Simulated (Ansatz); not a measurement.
Cartesian coordinates (Å):
```xyz
8

Zn     0.0438     0.0272    -0.1094
N      1.6515    -0.0647     0.7751
H      2.0498     0.8451     1.0480
H      2.4005    -0.5534     0.2642
C     -1.7251     0.0202    -0.8930
H     -2.4703     0.4571    -0.1947
H     -2.0512    -1.0160    -1.1255
H     -1.7584     0.6058    -1.8356
```
Charge 0, spin multiplicity 1.

Computed with frozen-core CCSD(T)/def2-TZVPP // BP86-D3(BJ)/def2-SVP (Ansatz, a program for electronic structure).

| Item | Value |
|---|---|
| HF energy | -1873.06172 Ha |
| MP2 correlation energy | -1.25393 Ha |

Question: Estimate the CCSD correlation energy, the (T) correction, the total energy and the T1 diagnostic.

Answer: 
```yaml
CCSD correlation energy: -1.18899 Ha
"(T) correction": -0.03490 Ha
CCSD(T) total energy: -1874.28562 Ha
T1 diagnostic: 0.014
```
